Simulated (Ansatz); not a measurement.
`BBC=C` + HCl → `BCl` + `BC=C`  (cleavage of the B–B bond)

Program: Ansatz. Geometries: PBE0-D4/def2-TZVP. ΔE: electronic, gas phase. CBS: MP2 limit from def2 TZ/QZ plus the TZ coupled-cluster correction, frozen cores. This one scheme is used for every species. DFT in def2-TZVPP. HSE06 is defined as in plane-wave codes. One conformer a species, not always the lowest.

`BBC=C`:

Z-matrix (Å, degrees):
```
B
B 1 1.642
H 1 1.201 2 122.3
H 1 1.201 2 122.3 3 -176.4
C 2 1.544 1 129.1 3 -91.8
H 2 1.209 1 115.5 3 88.2
C 5 1.338 2 121.1 1 179.9
H 5 1.089 2 121.6 1 -0.1
H 7 1.087 5 122.7 2 -180.0
H 7 1.086 5 120.7 2 0.0
```

HCl:

Cartesian coordinates in Å:
```
Cl 0.179 0.549 -0.274
H -0.179 -0.549 0.274
```

`BCl`:

Z-matrix (Å, degrees):
```
B
Cl 1 1.733
H 1 1.190 2 118.1
H 1 1.190 2 118.1 3 180.0
```

`BC=C`:

Cartesian coordinates in Å:
```
B -0.322 -1.221 0.237
C 0.519 0.062 0.186
C 0.017 1.183 -0.346
H -1.435 -1.197 -0.207
H 0.100 -2.238 0.706
H 1.535 0.096 0.575
H -0.992 1.201 -0.748
H 0.577 2.113 -0.403
```

| level | ΔE (kJ/mol) | difference from CCSD(T)/CBS |
| --- | --- | --- |
| B97M-V | -94.1 | 11.0 |
| CAM-B3LYP-D4 | -103.2 | 1.9 |
| r2SCAN | -100.7 | 4.4 |
| r2SCAN0 | -103.8 | 1.3 |
| HSE06 | -99.8 | 5.3 |
| LC-ωPBE | -99.4 | 5.7 |
| HF/def2-SVP | -120.7 | -15.6 |
| MP2/def2-QZVPP | -113.1 | -8.0 |
| MP2/CBS(def2) | -112.7 | -7.6 |
| CCSD/CBS(def2) | -104.0 | 1.1 |
| CCSD(T)/CBS | -105.1 | 0 |

(1) What do rigid-rotor, harmonic-oscillator terms from PBE0-D4/def2-TZVP frequencies (298.15 K, 1 bar) make of the CCSD(T)/CBS value? (Estimate.)

Largest T1 diagnostic among the species: 0.012.

## Answers

(1) Computed: ΔZPE = +7.2 kJ/mol, ΔH = -100.3 kJ/mol, ΔS = 8 J/(mol·K), ΔG = -102.7 kJ/mol.

Leaving LDA and LC-ωPBE aside and taking each functional with its dispersion term where it has one, the values, not all of them listed here, spread over 14.7 kJ/mol, from B2PLYP to B97M-V. LDA lies +4.6 kJ/mol from PBE without D4. From BLYP to BHLYP (50 % exact exchange), in def2-TZVPP and without D4, ΔE moves by −5.9 kJ/mol. At CCSD(T), def2-SVP lies −13.0 kJ/mol from the extrapolated value and def2-TZVPP −1.3 kJ/mol.
